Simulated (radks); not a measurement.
Values are calculated unless marked as measured or tabulated.
Ar+, configuration [Ne] 3s2 3p5.

Code: a radial shooting solver on a logarithmic mesh with Libxc functionals. Model: Dirac Kohn-Sham, PBE, spin-unpolarised, spherical densities, finite nucleus; open shells are shared between the two j in proportion to 2j + 1; Fermi nuclear charge, rms radius 3.4274 fm.

Energy parts (eV):
total: -14385.062
kinetic: 14472.653
electron-nucleus: -34121.094
Hartree: 6091.072
exchange-correlation: -827.693

Orbitals (lengths in bohr, moments of r in powers of bohr; <r^-3> diverges for s and p1/2; r(max) is where P^2 peaks; r(90%) holds 90 % of the orbital's charge):
orbital     occ.  eigenvalue (eV)  r(90%)      <r>  <r^-3>   r(max)
1s1/2          2        -3134.172   0.153  0.08573       -  0.05606
2s1/2          2        -310.8412   0.646   0.4138       -   0.3386
2p1/2          2        -245.2624   0.621   0.3749       -   0.2796
2p3/2          4        -243.0261   0.625   0.3773   125.4   0.2814
3s1/2          2         -36.6946    2.06    1.368       -    1.164
3p1/2    1.66667         -22.2498    2.41    1.548       -    1.258
3p3/2    3.33333         -22.0513    2.42    1.556   11.22    1.264

The highest occupied level is 3p3/2 at -22.051 eV. For comparison, the ionisation energy in NIST's Atomic Spectra Database is 27.630 eV (measured). In exact Kohn-Sham theory the highest level is minus the ionisation energy, but local and semilocal functionals leave it too shallow, through self-interaction and a potential that decays too fast; potentials with the right tail come closer. Summed over all electrons, <r^2> = 20.09 bohr^2, which gives a Langevin (diamagnetic) susceptibility term of -15.9 x 10^-6 cm^3/mol. The electron density at the nucleus is 4339 e/bohr^3. The density falls to 0.001 e/bohr^3 at r = 3.44 bohr.

Beside tabulated values, note that spin-unpolarised runs miss the spin-polarisation part of the exchange energy of open shells.
